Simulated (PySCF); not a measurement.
**Radial density of Dy²⁶⁺ (dysprosium, charge +26)**

MN15, [Kr] 4d4, high-spin 5D determinant. Calculation: PySCF 2.14, in an uncontracted even-tempered set (18 s from 1.9 bohr⁻², ratio 2.5; 12 p from 2.5 bohr⁻², ratio 2.5; 9 d from 2.5 bohr⁻², ratio 2.5; 4 f from 11 bohr⁻², ratio 2.7; 3 g from 17 bohr⁻², ratio 2.7); the non-relativistic Hamiltonian (point nucleus).

```tsv
r (bohr)	4πr²ρ (e/bohr)	4πr²(ρα − ρβ)
0.000385	0.3678	0.0000
0.000648	1.004	0.0000
0.00109	2.677	0.0000
0.00183	6.853	-0.0001
0.00308	16.39	-0.0003
0.00519	35.02	-0.0007
0.00873	62.18	-0.0015
0.0147	82.78	-0.0031
0.0247	79.04	0.0024
0.0415	85.98	0.1382
0.0698	113.9	1.1753
0.117	89.31	3.5575
0.198	98.86	1.4330
0.332	38.96	3.5972
0.559	30.35	9.0974
0.940	1.833	0.6859
1.58	0.003181	0.0016
```

A non-relativistic calculation at this Z misses sizeable relativistic shifts. Spin-orbit coupling is strong in this species (close to jj coupling), so the high-spin LS determinant is a model state, not a physical level.

Task: Where is the radial spin density 4πr²(ρα − ρβ) most negative, and why is it negative at all?

Result: Around r = 0.0147 bohr, down to -0.0031 e/bohr: exchange with the open shell polarises the paired shells in an unrestricted calculation.
